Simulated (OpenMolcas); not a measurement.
Se: from CASSCF to CASPT2

| Property | Result |
| --- | --- |
| Program | OpenMolcas 26.06 |
| Basis | ANO-RCC-VQZP [7s6p4d2f1g] |
| Scalar Hamiltonian | DKH2, point nucleus |
| Active space | 6 electrons in 8 orbitals (4s 4p 5s 5p) |
| State averaging | 2S+1 = 3 even, 3 roots; 2S+1 = 1 even, 6 roots |
| Spin-orbit coupling | state interaction with AMFI integrals over the reference wave functions, term energies averaged over their components |

Methods on the same reference wave functions:
A. CASSCF
B. SS-CASPT2, IPEA 0.25 Eh, imaginary shift 0.1 Eh (closed shells correlated: 3d)

Energies in cm⁻¹ above 4s² 4p⁴ ³P₂, the measured ground level; measured values from NIST Handbook of Basic Atomic Spectroscopic Data.

```
      Level      A      B  Measured
4s² 4p⁴ ³P₂    0.0    0.0       0.0
4s² 4p⁴ ³P₁   1767   1789      1989
4s² 4p⁴ ³P₀   2278   2330      2534
4s² 4p⁴ ¹D₂  11523   9850      9576
4s² 4p⁴ ¹S₀  20888  22550     22446
```

Deviations, from unrounded energies. A percentage is the sum of absolute deviations over the sum of measured energies, with the sign that they share, or ± where signs differ.

```json
{"Against measurement": "mean absolute deviation (cm-1)", "Levels": "4", "A": "1000", "B": "200"}
{"Against measurement": "fine structure of the ground term (%)", "Levels": "2", "A": "-10.6", "B": "-9.0"}
{"Against measurement": "other terms of the ground configuration (%)", "Levels": "2", "A": "±10.9", "B": "+1.2"}
```

B lies closest to measurement on these levels. The largest miss of B in the table is 4s² 4p⁴ ¹D₂, by +280 cm-1. The ranking rests on the paired levels alone, and a cruder setting can come out closer through cancelling errors.

From A to B the spin-free energies of the other terms of 4s² 4p⁴ shown, above ³P, scale by factors of 0.84 to 1.09.

The lowest spin-free term lies below A's lowest term by 0.194 hartree in B.

CASPT2 breaks the degeneracy within a term, and the mean is taken; among the terms shown or strongly mixed into the levels shown the widest spread is 69 cm-1 (4s² 4p⁴ ¹D, B). Active for correlation alone: 5p 5s; no level in the range computed is led by a configuration that fills them, so any true level of that kind is missing. Without dynamic correlation excited terms often stand tens of per cent too high (terms of higher spin than the ground term too low), and those without a measured partner can miss by more than the paired ones (holds for A). Computed and measured levels are paired by configuration, term and J; levels that our copy of the source lacks, or whose pairing is in doubt (as where it misses far off the trend of its configuration), stay unpaired and out of the deviations. Only configurations of the active space appear.
